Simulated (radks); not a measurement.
Ionisation of the germanium ion Ge+, [Ar] 3d10 4s2 4p1, to [Ar] 3d10 4s2 as the strength of local exchange is varied. Calculated with a radial shooting solver on a logarithmic mesh with Libxc functionals: Dirac Kohn-Sham, Slater X-alpha exchange (alpha = 2/3 is LDA exchange), no correlation, spin-unpolarised, spherical densities, point nucleus; open shells fill j = l - 1/2 first.

alpha	E(Ge+) (hartree)	exchange (hartree)	IE (eV)	-e of the level emptied (eV)	<r> of it (bohr)
0.59	-2084.47456	-64.78328	14.016	9.825 (4p1/2)	2.618
0.626	-2088.43120	-68.86719	14.344	10.127 (4p1/2)	2.590
0.667	-2092.94656	-73.53655	14.722	10.476 (4p1/2)	2.558
0.735	-2100.45696	-81.32362	15.360	11.068 (4p1/2)	2.509
0.736	-2100.56761	-81.43854	15.370	11.077 (4p1/2)	2.508
0.934	-2122.58990	-104.41796	17.303	12.887 (4p1/2)	2.378
1.021	-2132.33806	-114.65722	18.188	13.723 (4p1/2)	2.326

NIST Atomic Spectra Database: 15.935 eV (measured). The Delta-SCF value meets it near alpha = 0.79. Spin polarisation and multiplet splitting are left out, so open shells lie too high by an amount that depends on their filling.

Beside tabulated values, note that spin-unpolarised runs miss the spin-polarisation part of the exchange energy of open shells.
